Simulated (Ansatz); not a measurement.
Frontier orbitals of BGeH5O (`B[O][GeH3]`).

Total charge 0; spin multiplicity 1. Correlated methods include outer-core shells of Ge, which these sets cover unevenly. Scalar relativity is left out up to krypton. The geometry is a stationary point of PBE0-D4/def2-TZVP. Basis def2-TZVPP, Ansatz.

Orbital energies of one run (eV). Highest occupied ones, from the top: -6.78, -8.24, -8.50, -9.89, -9.90, -10.47, -12.18, -14.94, -24.79, -30.60, -30.61, -30.67, -30.68, -30.84. Empty: -1.60, -1.15, -0.27, 0.48, 0.50, 2.00.

Q: Which functional gave them?
A. CAM-B3LYP
B. B97M-V
C. ωB97X-V
D. LDA (SPW92)

A: D. HOMO energies: LDA (SPW92) -6.78, CAM-B3LYP -9.61, ωB97X-V -10.62, B97M-V -7.17 eV.
